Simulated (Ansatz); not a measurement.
Ansatz (a first-principles code) input:
A basis named .json is the Basis Set Exchange file of that set.

Ansatz 0.2 input:
```yaml
crystal:
  periodic: [false, false, false]
  atoms:
    - {symbol: Ag, position_ang: [-0.00000000, -0.00000000, -0.65217153]}
    - {symbol: Cl, position_ang: [0.00000000, 0.00000000, 1.80306248]}
basis:
  gaussian:
    orbitals: def2-TZVPP
    fitting: {mean_field: def2-universal-jkfit, correlation: def2-TZVPP-RIFIT.json}
total_charge: 1
magnetization: {spin_polarized: true, initial_magnetization: 1}
correlation: {method: mp2, electrons: outside_noble_gas}
```

Problem. Which total energy does the run end on?

Solution. -605.89216 Eh (RI-MP2/def2-TZVPP). The basis has 98 functions.

The spin state was set by rule; other spins were not relaxed.
